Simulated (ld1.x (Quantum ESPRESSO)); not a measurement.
## Before and after: TM potential for fluorine (F)

- Element: fluorine (F)
- Generator: ld1.x (Quantum ESPRESSO) 7.5
- Type: norm-conserving Troullier–Martins (Kleinman–Bylander form)
- Functional: BP86
- Relativity: non-relativistic
- Frozen core: [He]
- Valence charge: 7
- Reference configuration: 2s2 2p5
- Partial waves: 2s (bound): rc 0.85 bohr; 2p (bound): rc 0.80 bohr; 3d channel at -0.1 Ry: rc 0.85 bohr
- Local potential: all-electron potential smoothed inside 0.65 bohr (lloc = -1)
- Core correction: Bessel-smoothed model core, default radius (core density twice the valence density)

Change: core correction Bessel-smoothed model core inside 0.98 bohr.

Cutoffs: the cutoffs (Ry, on a coarse ladder) from which the occupation-weighted sum of valence levels, in a spherical-Bessel basis at the reference potential, stays within 10 and 1 mRy of its value at 400 Ry; they do not see the model core or the augmentation charge, which bear on the density cutoff. Errors are all-electron minus pseudo energies relative to the spin-unpolarised reference configuration.

Q: How do hardness, ghosts and transferability respond?

A: The potential gets neither clearly harder nor softer (180 Ry and 300 Ry → 180 Ry and 300 Ry); of the 7 tests that both files solve, the error grows in 5 and shrinks in 0 by more than 15 % and 0.3 meV (median size 4.7 → 8.3 meV); neither file shows a bound ghost. The default core radius of the base comes out at 0.28 bohr. A wider model core is smoother and lowers the density cutoff, which this test does not measure.

```tsv
quantity	base	changed
cutoff, loose	180 Ry	180 Ry
cutoff, tight	300 Ry	300 Ry
bound ghosts	none	none
error for 2s2 2p4, meV [ΔE 19.49 eV]	+2.0	+2.4
error for 2s2 2p3, meV [ΔE 57.97 eV]	+19	+24
error for 2s2 2p2, meV [ΔE 118.70 eV]	+88	+113
error for 2s1 2p6, meV [ΔE 18.72 eV]	+8.8	+15
error for 2s2 2p4.5, meV [ΔE 7.59 eV]	+0.3	+0.3
error for 2s1 2p5, meV [ΔE 38.50 eV]	+4.7	+8.3
error for 2s2 2p5.3, meV [ΔE -2.70 eV]	0.0	0.0
s: phases at 0.95 bohr within 0.05 rad from the reference energy up to (Ry; the scan ends near 5)	to the end of the scan	to the end of the scan
p: phases at 0.95 bohr within 0.05 rad from the reference energy up to (Ry; the scan ends near 5)	to the end of the scan	to the end of the scan
d: phases at 0.95 bohr within 0.05 rad from the reference energy up to (Ry; the scan ends near 5)	to the end of the scan	to the end of the scan
```
